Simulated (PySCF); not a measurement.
## Electron affinity of Te by level of theory

Te⁻ [Kr] 4d10 5s2 5p5 (2P) → Te [Kr] 4d10 5s2 5p4 (3P), as a difference of total energies. Computed with PySCF 2.14 in aug-cc-pwCVTZ-PP with ECP28MDF, with scalar relativity through the core potential. Correlated levels: valence: 4s2 4p6 4d10 frozen; valence and next inner shell: nothing frozen outside the core potential. The calculations carry no spin-orbit coupling.

```tsv
method	electron affinity (eV)
UHF	1.054
LDA	2.312
PBE	2.065
PBE0	2.021
r2SCAN	2.028
wB97X-V	2.073
B3LYP	2.142
BLYP	2.028
M06-2X	1.755
MP2 (valence)	1.854
SCS-MP2 (valence)	1.855
MP2 (valence and next inner shell)	1.907
SCS-MP2 (valence and next inner shell)	1.885
```

Q: How much does correlation contribute at MP2 (valence and next inner shell)?

A: 1.907 − (1.054) = 0.853 eV, measured against UHF.

The reference lies between the lowest fine-structure levels, while these numbers refer to the centres of the terms.

Errors of the correlated levels include the incompleteness of this basis and the frozen core.

In the anion the highest occupied orbital energy is positive at LDA, PBE, r2SCAN, B3LYP, BLYP, a self-interaction effect; the basis confines that electron, and the energy difference can still be sensible.

For comparison: 1.971 eV (measured; photodetachment measurements, as compiled on the Wikipedia data page of electron affinities).
